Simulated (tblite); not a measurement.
Compound: C6H12B2FN.
Numbering: `[BH2:1][N:2]([B:3]([F:4])[C:5](=[CH2:6])[CH3:7])[CH:8]1[CH2:9][CH2:10]1` (hydrogens: H11, H12 on B1; H13, H14 on C6; H15, H16, H17 on C7; H18 on C8; H19, H20 on C9; H21, H22 on C10)

Computed with GFN2-xTB (tblite), gas phase: L-BFGS steps from a force-field or distance-geometry start until the largest atomic force falls under 0.01 eV/Å.

Geometry at step 57:
```
atom  x, y, z in Å
B1      0.0641   -1.4505    1.1067
N2      0.4740   -0.5044    0.1464
B3     -0.4081    0.4453   -0.4656
F4      0.1509    1.4613   -1.1367
C5     -1.9796    0.3255   -0.5293
C6     -2.5551   -0.8135   -0.9186
C7     -2.8035    1.5572   -0.2364
C8      1.8497   -0.4342   -0.3086
C9      2.6889    0.7573    0.0417
C10     3.0397   -0.5918    0.5888
H11    -1.0323   -1.4024    1.5027
H12     0.8169   -2.2638    1.4828
H13    -3.6241   -0.9157   -1.0472
H14    -1.9775   -1.7039   -1.1193
H15    -2.8025    1.7547    0.8430
H16    -2.3653    2.4314   -0.7274
H17    -3.8344    1.4110   -0.5654
H18     1.9425   -0.8373   -1.3119
H19     2.2541    1.4574    0.7370
H20     3.3096    1.2231   -0.7043
H21     3.8823   -1.1257    0.1766
H22     2.8992   -0.7615    1.6424
```

Problem. What forces act on the atoms?

Solution. 
| atom | Fx (eV/Å) | Fy (eV/Å) | Fz (eV/Å) |
| --- | --- | --- | --- |
| B1 | 0.063 | -0.019 | -0.085 |
| N2 | -0.031 | 0.072 | 0.058 |
| B3 | -0.078 | 0.007 | -0.085 |
| F4 | -0.048 | -0.073 | 0.077 |
| C5 | -0.017 | -0.108 | 0.055 |
| C6 | 0.035 | 0.105 | 0.103 |
| C7 | 0.047 | -0.080 | 0.033 |
| C8 | -0.039 | 0.005 | 0.003 |
| C9 | 0.047 | -0.010 | 0.051 |
| C10 | -0.093 | -0.110 | -0.031 |
| H11 | -0.025 | -0.015 | 0.008 |
| H12 | 0.031 | 0.052 | 0.008 |
| H13 | 0.052 | 0.084 | 0.016 |
| H14 | -0.010 | 0.116 | 0.009 |
| H15 | 0.007 | -0.069 | -0.227 |
| H16 | -0.136 | -0.182 | 0.039 |
| H17 | 0.142 | 0.124 | 0.044 |
| H18 | 0.090 | 0.048 | -0.053 |
| H19 | -0.018 | 0.065 | 0.014 |
| H20 | 0.034 | -0.037 | -0.101 |
| H21 | 0.058 | 0.051 | 0.006 |
| H22 | -0.112 | -0.026 | 0.058 |

The largest, 0.24 eV/Å, acts on H15 (H16 within 3 % of it); the rms over all components is 0.073 eV/Å. The forces sum to zero within rounding, as they must for an isolated molecule in no field.

Problem. Give the force on H15 in Eh/bohr and in nN.

Solution. 0.237 eV/Å ÷ 51.422 = 0.00462 Eh/bohr, and 0.237 eV/Å × 1.602 = 0.38 nN.

Problem. How far is this geometry from the end of the optimisation?

Solution. 0.044 eV above it, and 0.214 Å rms away after alignment. The bonds farthest from their final lengths, with half the difference of the two atoms' forces along the bond (positive lengthens):

```csv
bond,now (Å),final (Å),force along bond (eV/Å)
C7–H15,1.097,1.090,-0.13
C7–H16,1.094,1.089,-0.08
B3–C5,1.577,1.572,-0.03
C5=C6,1.334,1.329,-0.11
C5–C7,1.511,1.506,-0.01
C7–H17,1.092,1.088,-0.06
```

The angle farthest from its final value is N2–C8–C10, 124.1° against 120.9°.

The cost below is that of the whole relaxation. On one thread of an Arm Neoverse N1 (shared host), this took 1.6 s of wall time.
